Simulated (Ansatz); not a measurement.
Geometry optimisation, Ansatz 0.2.0, RKS PBE0/def2-SVP.

Input:

```yaml
crystal:
  periodic: [false, false, false]
  atoms:
    - { symbol: B, position_ang: [-0.042915, -0.392407, -0.025613] }
    - { symbol: O, position_ang: [0.087268, -0.601934, 1.344706] }
    - { symbol: H, position_ang: [-0.744956, -0.706546, 1.811674] }
    - { symbol: O, position_ang: [1.077589, -0.409076, -0.789693] }
    - { symbol: H, position_ang: [1.860819, -0.592679, -0.264173] }
    - { symbol: O, position_ang: [-1.231878, -0.237162, -0.673858] }
    - { symbol: H, position_ang: [-1.992109, -0.132178, -0.099083] }
    - { symbol: H, position_ang: [-0.072658, 1.95175, 0.481186] }
    - { symbol: H, position_ang: [0.06064, 1.602433, 1.094054] }
basis:
  gaussian: { orbitals: def2-SVP }
hamiltonian:
  xc: pbe0
relax:
  f_tol: 0.03
  max_steps: 50
```

Run as:

```bash
$ ansatz run input.yaml --threads 2 --pin off --max-ram 3072MiB --backend cpu --events-out ev --progress --plain --runs-dir out
```

Problem. Where does it end, and by what steps?

Solution. The run converged. The force dipped under the threshold on the way, but the program's further checks kept it going. After 15 steps the energy has fallen by 0.197 eV; H8 moved furthest, 1.42 Å.

```json
{"step": "0", "energy less start (eV)": "0.0000", "largest force component (eV/Å)": "1.453", "accepted": "yes"}
{"step": "1", "energy less start (eV)": "-0.1194", "largest force component (eV/Å)": "0.319", "accepted": "yes"}
{"step": "2", "energy less start (eV)": "-0.1551", "largest force component (eV/Å)": "0.198", "accepted": "yes"}
{"step": "3", "energy less start (eV)": "-0.1661", "largest force component (eV/Å)": "0.126", "accepted": "yes"}
{"step": "4", "energy less start (eV)": "-0.1691", "largest force component (eV/Å)": "0.183", "accepted": "yes"}
{"step": "5", "energy less start (eV)": "-0.1766", "largest force component (eV/Å)": "0.107", "accepted": "yes"}
{"step": "6", "energy less start (eV)": "-0.1838", "largest force component (eV/Å)": "0.044", "accepted": "yes"}
{"step": "7", "energy less start (eV)": "-0.1612", "largest force component (eV/Å)": "1.221", "accepted": "no"}
{"step": "8", "energy less start (eV)": "-0.1877", "largest force component (eV/Å)": "0.029", "accepted": "yes"}
{"step": "9", "energy less start (eV)": "-0.1888", "largest force component (eV/Å)": "0.307", "accepted": "yes"}
{"step": "10", "energy less start (eV)": "-0.1919", "largest force component (eV/Å)": "0.129", "accepted": "yes"}
{"step": "11", "energy less start (eV)": "-0.1936", "largest force component (eV/Å)": "0.174", "accepted": "yes"}
{"step": "12", "energy less start (eV)": "-0.1951", "largest force component (eV/Å)": "0.101", "accepted": "yes"}
{"step": "13", "energy less start (eV)": "-0.1960", "largest force component (eV/Å)": "0.029", "accepted": "yes"}
{"step": "14", "energy less start (eV)": "-0.1964", "largest force component (eV/Å)": "0.018", "accepted": "yes"}
{"step": "15", "energy less start (eV)": "-0.1965", "largest force component (eV/Å)": "0.028", "accepted": "yes"}
```

```xyz
9
Properties=species:S:1:pos:R:3
B -0.046 -0.738 -0.205
O 0.131 -0.332 1.099
H -0.676 -0.156 1.589
O 1.055 -1.061 -0.932
H 1.855 -0.973 -0.405
O -1.253 -0.841 -0.833
H -2.008 -0.579 -0.302
H -0.138 2.940 1.501
H 0.082 2.223 1.366
```

Whether the end is a true minimum wasn't checked by a vibrational analysis.

Time of the run: 8.6 s on 2 threads of AMD EPYC 9R45 96-Core Processor (Zen 5) (shared host), peak memory 0.17 GiB.
